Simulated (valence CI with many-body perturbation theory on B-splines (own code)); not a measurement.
Values are calculated unless marked as measured or tabulated.
**Hyperfine factors and g values of Tc9+**

Method: relativistic CI+MBPT: six valence electrons over a frozen Dirac-Fock core [Ar] 3d10, radial functions for each j: 9 s, 9 p, 8 d, 6 f, 3 g, 1 h, with the one-electron correlation potential Σ1 (screened to all orders), the two-electron term Σ2, the three-electron term Σ3, Breit, model QED; selected single and double excitations, second order for the rest, scaled by the run's own slope (own B-spline code, finite nucleus).

No measured spectrum was set against this ion. As an estimate, levels hold to about 250 cm⁻¹ or 0.2 % of their energy and the worst to 1 %, as in measured heavy ions of charge 2 to 7; those with d or f electrons hold less well. Among the levels kept, up to 1500 cm⁻¹ of a level comes from second order outside the variational space, and about a tenth of that is noise between levels of different J, which matters for small intervals.

A/g_I is the dipole constant over the nuclear g factor μ/I (μ in nuclear magnetons, uniformly magnetised nucleus), B/Q the quadrupole constant per barn. Both hold the static response of the core; the bare values leave it out. Large factors of s and p1/2 electrons are usually good to 5 to 10 %; those of open d and f shells near neutrality can be off by tens of per cent, and small factors of p3/2, d and f electrons come from cancelling terms and can be off by a factor of two or in sign, in half-filled shells by more. B is blank for J = 1/2, where it vanishes, and for nearly pure S terms. Energies count from the lowest level. Levels with J = 0 are left out.

Names give the largest LS component (configuration and term), which can be under half, so a name can repeat, a term be missing and a line seem to break the LS rules; names also repeat where a configuration has a term twice. Letters in brackets count levels of one name in rising energy.

```
               Level  E (cm⁻¹)      g  A/g_I (MHz)  A/g_I bare  B/Q (MHz/b)  B/Q bare
        4s2 4p4 3P_2         0  1.434         3980        3620         4850      4470
        4s2 4p4 3P_1     24818  1.501         -703        -778        -3740     -3450
        4s2 4p4 1D_2     40741  1.065         8870        8300       -12400    -11400
        4s 4p5 3P°_2    253780  1.500        21500       20100        -6960     -6420
        4s 4p5 3P°_1    268910  1.468        11700       10900         3200      2950
        4s 4p5 1P°_1    322560  1.031        21400       20100        -5950     -5470
    4s2 4p3 4d 5D°_2    353650  1.398         1430        1250         -250      -217
    4s2 4p3 4d 5D°_3    353800  1.436         1220        1060          774       688
    4s2 4p3 4d 5D°_1    354260  1.480          589         471         -645      -561
    4s2 4p3 4d 5D°_4    356640  1.465          597         479          971       799
4s2 4p3 4d 3D°_2 [a]    367380  1.059         1340        1260         -902      -861
4s2 4p3 4d 3D°_3 [a]    378130  1.284          143         107         3450      3150
4s2 4p3 4d 3D°_1 [a]    380160  0.544         6760        6450         -487      -458
4s2 4p3 4d 3F°_2 [a]    382690  0.887         6590        6200        -7490     -6890
4s2 4p3 4d 3F°_3 [a]    386620  1.133         5570        5210        -6270     -5770
4s2 4p3 4d 3F°_4 [a]    392500  1.197         4380        4100        -5130     -4760
    4s2 4p3 4d 3G°_3    395010  0.861         2170        2080         5320      4810
4s2 4p3 4d 3F°_4 [b]    399760  1.166         1440        1360         8660      7910
    4s2 4p3 4d 3G°_5    405870  1.200         4230        3950         1300      1120
    4s2 4p3 4d 1G°_4    406590  1.024         5190        4850        -17.6     -99.3
4s2 4p3 4d 3D°_1 [b]    413930  0.547          664         746        -1220     -1140
    4s2 4p3 4d 1D°_2    416940  0.987         5380        5060         4420      4050
    4s2 4p3 4d 3P°_1    423680  1.453          463         431         -699      -635
4s2 4p3 4d 3D°_2 [b]    429410  1.160        -1240       -1130         3660      3320
4s2 4p3 4d 3F°_3 [b]    432420  1.063         3990        3750         2550      2280
4s2 4p3 4d 3F°_2 [b]    433680  0.861         4300        4080         3810      3480
4s2 4p3 4d 3D°_3 [b]    440240  1.219         3730        3470        -1030      -989
4s2 4p3 4d 3F°_4 [c]    441840  1.198         2310        2170          918       763
4s2 4p3 4d 3P°_2 [a]    444610  1.334         1070         986         5600      5140
    4s2 4p3 4d 1P°_1    454160  1.239         1910        1680        -2120     -1950
4s2 4p3 4d 3P°_2 [b]    457480  1.459         4180        3870        -1110     -1010
    4s2 4p3 4d 3S°_1    459460  1.756         4990        4610         -277      -249
    4s2 4p3 4d 1F°_3    465060  1.155         2020        1900         7750      7100
4s2 4p3 4d 3D°_3 [c]    471360  1.229         1650        1500         6560      6010
```

(1) Take the isotope of mass number 99, with I = 9/2, μ = 5.678 μN and Q = -0.129 b. What is the hyperfine structure of 4s2 4p4 1D_2?

## Answers

(1) From the table A = 11200 MHz, B = 1600 MHz. Shifts from the centre of gravity in MHz: F = 5/2: -122000, F = 7/2: -84000, F = 9/2: -34100, F = 11/2: 27500, F = 13/2: 101000.
